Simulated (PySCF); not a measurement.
Compound: C5H8BFO2.
Z-matrix (Å and degrees, PBE0-D3(BJ)/def2-SVP geometry), rows numbered from 1:
```
F 
C   1  1.3661
C   2  1.5319  1  110.13
O   3  1.4134  2  104.95  1  -102.49
B   4  1.3655  3  107.82  2   -10.14
C   5  1.5390  4  125.41  3  -177.54
C   6  1.5185  5  118.17  4  -143.39
C   7  1.4836  6   60.68  5  -108.00
O   2  1.3848  1  109.21  3  -114.60
H   2  1.1019  1  107.19  3   125.82
H   3  1.1000  2  110.38  1    16.93
H   3  1.1022  2  111.81  1   138.46
H   6  1.0937  5  116.59  4     2.26
H   7  1.0930  6  117.01  8  -109.16
H   7  1.0934  6  117.41  8   108.66
H   8  1.0934  6  117.60  7  -108.60
H   8  1.0931  6  116.98  7   109.11
```

Level: PBE0/pcSseg-1 and PBE0/def2-SVPD in PySCF, non-relativistic, on one gas-phase PBE0-D3(BJ)/def2-SVP geometry that isn't relaxed in the solvent. The solvent is an IEF-PCM continuum (Bondi radii, 1.10 Å for H, scaled by 1.2). Only the electrostatic response of the medium enters.

Gas phase at PBE0/pcSseg-1: HOMO -8.38 eV, LUMO 0.85 eV, dipole 1.60 D.

**Question.** What does the continuum do to the energy, the frontier levels and the dipole at PBE0/pcSseg-1 in methanol and acetonitrile?

**Answer.** 
```json
{"solvent": "methanol", "ε": "32.61", "E(solvent) − E(gas) (kcal/mol)": "-5.36", "polarisation term (kcal/mol)": "-6.04", "distortion of the solute (kcal/mol)": "0.68", "HOMO (eV)": "-8.36", "LUMO (eV)": "0.87", "dipole (D)": "2.04"}
{"solvent": "acetonitrile", "ε": "35.69", "E(solvent) − E(gas) (kcal/mol)": "-5.39", "polarisation term (kcal/mol)": "-6.07", "distortion of the solute (kcal/mol)": "0.68", "HOMO (eV)": "-8.36", "LUMO (eV)": "0.87", "dipole (D)": "2.04"}
```

The first energy column is the sum of the next two and covers electrostatics alone. From methanol to acetonitrile the lowering changes by a factor 1.00, Onsager's factor (ε − 1)/(2ε + 1) by 1.00 and ε itself by 1.1.

**Question.** Which radius a makes the point-dipole formula ΔE = −[(ε − 1)/(2ε + 1)]·μ²/a³ give the value in acetonitrile, with the gas-phase dipole?

**Answer.** μ = 0.629 au and |ΔE| = 0.00858 Eh give a = 1.48 Å; the farthest nucleus lies 3.39 Å from the centroid of the nuclei, so such a sphere wouldn't even hold the nuclei. The formula assumes a rigid point dipole at the centre of a sphere.

**Question.** Which Mulliken charges (PBE0/pcSseg-1) respond most in acetonitrile (means over atoms taken as equivalent)?

**Answer.** 
```csv
atoms,environment,gas (e),solvent (e),change
H10,methine hydrogen,+0.110,+0.137,+0.027
H12,methylene hydrogen,+0.130,+0.155,+0.025
O4,boron-bound oxygen,-0.473,-0.497,-0.024
F1,alkyl fluorine,-0.317,-0.335,-0.018
O9,boron-bound oxygen,-0.489,-0.506,-0.017
H17,methylene hydrogen,+0.136,+0.149,+0.013
```

Gas phase at PBE0/def2-SVPD: HOMO -8.44 eV, LUMO 0.40 eV, dipole 1.57 D.

**Question.** What does the continuum do to the energy, the frontier levels and the dipole at PBE0/def2-SVPD in acetonitrile?

**Answer.** 
```csv
solvent,ε,E(solvent) − E(gas) (kcal/mol),polarisation term (kcal/mol),distortion of the solute (kcal/mol),HOMO (eV),LUMO (eV),dipole (D)
acetonitrile,35.69,-5.13,-5.91,0.78,-8.39,0.51,2.06
```

**Question.** How does the static polarisability (PBE0/def2-SVPD, frozen core, with the continuum's full static response) change?

**Answer.** 
```csv
medium,isotropic (au),principal values (au),⟨r²⟩ of the electrons (bohr²)
gas,75.0,"65.3, 68.5, 91.3",1274.7
acetonitrile,97.2,"87.8, 91.8, 112.1",1273.3
```

The isotropic value in acetonitrile is 1.30 times the gas-phase one; no cavity-field correction is applied. ⟨r²⟩ is taken about the centre of nuclear charge.

On Arm Neoverse V1, one thread, on a shared host, this took 27 s of wall time and 1.2 GiB of memory at its peak. This is the whole shielding run at PBE0/pcSseg-1 in acetonitrile, SCF included.
